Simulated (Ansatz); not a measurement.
Cost and result for the atomization energy of CH$_{4}$OSSi (`C1O[SiH2]S1`) (8 atoms, 8 bonds).

Z-matrix (Å, degrees):
```
C
Si 1 2.345
S 1 1.860 2 59.4
O 1 1.418 2 44.5 3 180.0
H 1 1.091 2 124.4 3 -94.5
H 1 1.091 2 124.4 3 94.5
H 2 1.485 1 125.1 3 97.1
H 2 1.485 1 125.1 3 -97.1
```

The species carries charge 0 and has multiplicity 1. The structure was optimised at the PBE0-D4/def2-TZVP level. Program: Ansatz. All runs use 2 threads of an Arm Neoverse V1 on a shared host. Times are those of one run each, without the atoms' runs, and a repeat can differ threefold. Electronic energies, without spin–orbit coupling; frozen cores. CCSD(T)/CBS adds CCSD(T) − MP2 in def2-TZVPP to the MP2 limit, and its time is that of the two runs behind it. T1 = 0.012.

CCSD(T)/CBS is a level of theory with its own doubt, some kJ/mol a heavy atom from the limit and from the frozen cores, so smaller differences don't rank the functionals.

| level | functions | wall time |
| --- | --- | --- |
| BLYP-D4/def2-TZVPP | 202 | 2.6 s |
| CCSD(T)/def2-SVP | 84 | 2.9 s |
| PBE-D4/def2-TZVPP (with forces) | 202 | 3.2 s |
| PBE0-D4/def2-TZVPP | 202 | 3.3 s |
| r2SCANh-D4/def2-TZVPP | 202 | 6 s |
| B2PLYP/def2-TZVPP | 202 | 6 s |
| r2SCAN-D4/def2-TZVPP (with forces) | 202 | 6 s |
| PBE-QIDH/def2-TZVPP | 202 | 6.5 s |
| ωB97X-V/def2-TZVPP | 202 | 9.5 s |
| B97M-V/def2-TZVPP | 202 | 12 s |
| MP2/def2-QZVPP | 374 | 21 s |
| CCSD(T)/def2-TZVPP | 202 | 65 s |
| CCSD(T)/CBS(def2) | – | 86 s |

Question: What atomization energy does each give, and how far from CCSD(T)/CBS? (An estimate is asked.)

Answer: The calculation gave: 
```tsv
level	atomization (kcal/mol)	difference from CCSD(T)/CBS	per bond
BLYP-D4/def2-TZVPP	679.8	-6.8	-0.8
CCSD(T)/def2-SVP	631.6	-55.0	-6.9
PBE-D4/def2-TZVPP (with forces)	697.2	10.6	1.3
PBE0-D4/def2-TZVPP	684.4	-2.2	-0.3
r2SCANh-D4/def2-TZVPP	682.6	-4.0	-0.5
B2PLYP/def2-TZVPP	674.8	-11.8	-1.5
r2SCAN-D4/def2-TZVPP (with forces)	687.7	1.1	0.1
PBE-QIDH/def2-TZVPP	680.5	-6.1	-0.8
ωB97X-V/def2-TZVPP	690.6	4.0	0.5
B97M-V/def2-TZVPP	689.2	2.6	0.3
MP2/def2-QZVPP	692.3	5.7	0.7
CCSD(T)/def2-TZVPP	664.9	-21.7	-2.7
CCSD(T)/CBS(def2)	686.6	0.0	0.0
```

From r2SCAN to r2SCAN0 (25 % exact exchange), in def2-TZVPP and without D4, the atomization energy moves by −12.5 kcal/mol: exact exchange takes away binding that semilocal exchange gives to molecules. At CCSD(T), def2-SVP lies −55.0 kcal/mol from the extrapolated value and def2-TZVPP −21.7 kcal/mol: correlation converges slowly with the basis, and small sets miss more of it in the bonded molecule than in its fragments. In def2-TZVPP, CCSD(T) changes the Hartree–Fock value by +180.7 kcal/mol (the triples alone add +12.2 kcal/mol) and MP2 by +195.3 kcal/mol; breaking electron pairs costs correlation energy, which Hartree–Fock lacks.
